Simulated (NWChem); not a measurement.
# ZnSiH$_{4}$; SMILES [SiH3][ZnH]

```xyz
6

Zn    -0.0021    -0.8245    -0.0001
H     -0.0037    -2.3858    -0.0001
Si    -0.0001     1.5488     0.0000
H      1.3849     2.1205    -0.1890
H     -0.5285     2.1213     1.2937
H     -0.8559     2.1215    -1.1047
```
Atoms are numbered in this order, from 1.

Level: PBE-D3(BJ)/def2-SVP (NWChem), optimised geometry, unscaled harmonic frequencies. 

List the harmonic frequencies with IR intensities, and the thermochemistry.


| frequency (cm⁻¹) | IR intensity (km/mol) |
|---|---|
| 318 | 5.0 |
| 329 | 48.3 |
| 329 | 48.3 |
| 483 | 16.5 |
| 483 | 16.5 |
| 828 | 193.2 |
| 899 | 29.0 |
| 899 | 29.0 |
| 1777 | 268.6 |
| 2128 | 52.8 |
| 2140 | 94.0 |
| 2140 | 94.0 |

- zero-point energy: 18.2 kcal/mol
- thermal correction to the enthalpy at 298.15 K (with zero-point energy): 21.7 kcal/mol
- heat capacity Cv: 15.1 cal/(mol K)
- entropy at 298.15 K and 1 atm (symmetry number 3): 66.2 cal/(mol K)
- dipole moment: 0.44 D

Rigid rotor and harmonic oscillator.
